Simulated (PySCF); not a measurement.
C₂H₅N, SMILES C=NC (connectivity only; charge and spin as stated), charge +1, multiplicity 2.

Geometry optimised at PBE0-D3(BJ)/def2-TZVP. The spin state was assumed, not searched.

Level of theory: TDA-PBE/def2-SVPD (PySCF).

Vertical excitations. 

```tsv
state	energy (eV)	λ (nm)	f	main pairs
root 1	3.34	372	0.001	β HOMO→LUMO 97 %
root 2	4.58	271	0.001	α HOMO→LUMO 97 %
root 3	5.42	229	0.000	α HOMO−1→LUMO 51 %, β HOMO→LUMO+1 45 %
root 4	5.52	224	0.079	β HOMO−1→LUMO 92 %
root 5	6.28	197	0.000	β HOMO−2→LUMO 98 %
root 6	7.26	171	0.047	α HOMO−1→LUMO 6 %, β HOMO−3→LUMO 71 %
root 7	7.54	164	0.002	β HOMO−4→LUMO 84 %
root 8	7.94	156	0.000	α HOMO−2→LUMO 33 %, β HOMO−1→LUMO+1 67 %
root 9	8.30	149	0.002	α HOMO−2→LUMO 66 %, β HOMO−1→LUMO+1 33 %
root 10	8.37	148	0.028	α HOMO→LUMO+1 99 %
```
Unrestricted roots are not spin-pure.
